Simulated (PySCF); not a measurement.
C₄H₉NSi₃.
Geometry (GFN2-xTB, Å), atoms numbered from 1 in this order:
```xyz
17
C4H9NSi3 angstrom
C      2.2935   -0.0626    1.2833
C      2.1304    0.2347    0.0029
Si     0.4502    0.4744   -0.8083
Si    -1.0823    1.9016    0.2589
Si    -2.2058   -0.1176    0.6388
C     -0.7882   -0.9963   -0.3857
C     -0.1795   -2.0456    0.3379
N      0.3227   -2.8660    0.9653
H      1.4566   -0.2016    1.9488
H      3.2676   -0.2001    1.7267
H      3.0130    0.3561   -0.6137
H      0.6774    0.4869   -2.2649
H     -1.7721    2.9013   -0.5680
H     -0.6179    2.6585    1.4288
H     -2.2833   -0.6781    1.9893
H     -3.4989   -0.4054    0.0046
H     -1.1904   -1.4281   -1.3052
```

NICS = −σ at a ghost point: NICS(0) at the centroid of the ring atoms, NICS(1) 1 Å to either side along the normal of their mean plane, zz for the tensor component along that normal. Level: GIAO PBE0/pcSseg-1 (PySCF, non-relativistic, gas phase) on the GFN2-xTB geometry, one conformer.

Ring bond lengths (Å), with Mayer bond orders in brackets: Si3–Si4 2.350 (0.87), Si4–Si5 2.342 (0.87), Si5–C6 1.957 (0.79), C6–Si3 1.969 (0.75).

Give the NICS values of each ring in ppm.

| ring | type | NICS(0) | NICS(1), two faces | NICS(1)zz, two faces | rms pucker (Å) | centre to ring atoms, mean (Å) |
| --- | --- | --- | --- | --- | --- | --- |
| Si3–Si4–Si5–C6 | 4-membered ring with 3 Si; formal bonds all single | 2.2 | -1.2 / 0.1 | 5.1 / 7.8 | 0.02 | 1.52 |

What do they say, and how far can they be read as aromaticity?

- Si3–Si4–Si5–C6: mean NICS(1)zz 6.4 ppm, deshielded. Si3, Si4, Si5, C6 have four or more neighbours; no verdict on aromaticity is drawn.

On an Arm Neoverse N1 with one thread, shared host, this took 83 s wall (grids of density and orbitals included) and 0.92 GiB of memory at its peak. This is the whole shielding run at PBE0/pcSseg-1, SCF included.
